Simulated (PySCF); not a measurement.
An unknown is described by computed data only.

Formula: C8H10O2.

* 13C NMR: chemical shifts (computed TMS as zero) by class: 173.4 (1 C), 153.0 (1 C), 147.0 (1 C), 143.4 (1 C), 129.2 (1 C), 127.2 (1 C), 115.1 (1 C), 22.2 (1 C) ppm [GIAO CAM-B3LYP/pcSseg-1]
* Triplet: lowest triplet excitation (Tamm–Dancoff): 3.09 eV [TDA wB97X-D/def2-SVPD]
* 1H NMR: chemical shifts (computed TMS as zero) by class: 7.49 (1 H), 6.36 (1 H), 5.49 (1 H), 5.42 (1 H), 5.42 (1 H), 5.34 (1 H), 5.30 (1 H), 2.01 (3 H) ppm [GIAO CAM-B3LYP/pcSseg-1]
* Valence photoelectron: vertical ionisation energy: 8.41 eV [ΔSCF wB97X-D/def2-SVPD]
* NMR, other nuclei: isotropic shieldings of nuclei other than C and H, by class: -114 (1 O), 78 (1 O) ppm [GIAO CAM-B3LYP/pcSseg-1]
* Rotational structure: rotational constants A, B, C: 2.422, 0.769, 0.666 GHz [PBE0-D3(BJ)/def2-SVP]
* UV, first state: lowest singlet excitation: 5.30 eV (234 nm, f = 0.406) [TDDFT wB97X-D/def2-SVPD]
* Dipole: 1.91 D [wB97X-D/def2-SVPD]
* Polarisability: 110.3 au [wB97X-D/def2-SVPD]

Gas-phase values; electronic properties from PySCF, density fitting. Levels stand in brackets. One conformer (not necessarily the lowest) at the PBE0-D3(BJ)/def2-SVP geometry, without solvent, vibrations or thermal averaging. NMR classes are plain means over equivalent atoms (diastereotopic ones count apart unless rotation or inversion swaps them), as if these changed places fast.

Problem. Propose a structure and show how it fits.

Solution. Numbering: `[CH2:1]=[CH:2][C:3](=[CH2:4])/[CH:5]=[CH:6]\[O:7][C:8]([CH3:9])=[O:10]`. Its formula, C8H10O2, gives 4 degrees of unsaturation: 0 rings and 4 π bonds in the structure found. 8 carbons fall into 8 classes; from least to most shielded: ester carbonyl carbon [C8] (173.4 ppm), fully substituted alkene carbon [C3] (153.0 ppm), alkene CH carbon [C2] (147.0 ppm), vinylic carbon bearing oxygen [C6] (143.4 ppm), terminal =CH2 carbon [C4] (129.2 ppm), terminal =CH2 carbon [C1] (127.2 ppm), alkene CH carbon [C5] (115.1 ppm), methyl carbon next to a carbonyl [C9] (22.2 ppm). Hydrogen classes from least to most shielded: 1 H on a vinylic carbon bearing oxygen, C6 (7.49 ppm), 1 H on an alkene CH carbon, C2 (6.36 ppm), 1 H on a terminal =CH2 carbon, C1 (5.49 ppm), 1 H on an alkene CH carbon, C5 (5.42 ppm), 1 H on a terminal =CH2 carbon, C4 (5.42 ppm), 1 H on a terminal =CH2 carbon, C1 (5.34 ppm), 1 H on a terminal =CH2 carbon, C4 (5.30 ppm), 3 H on a methyl carbon next to a carbonyl, C9 (2.01 ppm). The other shieldings belong to: -114 ppm, ester carbonyl oxygen [O10]; 78 ppm, ester single-bonded oxygen [O7]. The first electron is taken from the HOMO, whose largest Löwdin shares are 0.24 on a terminal =CH2 carbon, 0.16 on the fully substituted alkene carbon, 0.15 on a terminal =CH2 carbon and 0.11 on an alkene CH carbon. The optimised geometry has point group C1 and is an asymmetric top. Structure: `C=CC(=C)/C=C\OC(C)=O`. Computed isomers that give other values at the same levels: `COc1ccccc1OC` (rotational constant A: 1.664 GHz; this holds for the one conformer computed); `COCc1ccc(O)cc1` (rotational constant A: 3.439 GHz; this holds for the one conformer computed); `CCOc1ccc(O)cc1` (rotational constant A: 3.638 GHz; this holds for the one conformer computed). The assignments are read from this structure; whether some other isomer fits the data as well wasn't checked.

The values belong to the conformer `[CH2:1]=[CH:2][C:3](=[CH2:4])/[CH:5]=[CH:6]\[O:7][C:8]([CH3:9])=[O:10]`: C1–C2–C3–C4 -168°, C2–C3–C5–C6 52°, C5–C6–O7–C8 -178°, C6–O7–C8–C9 179°.
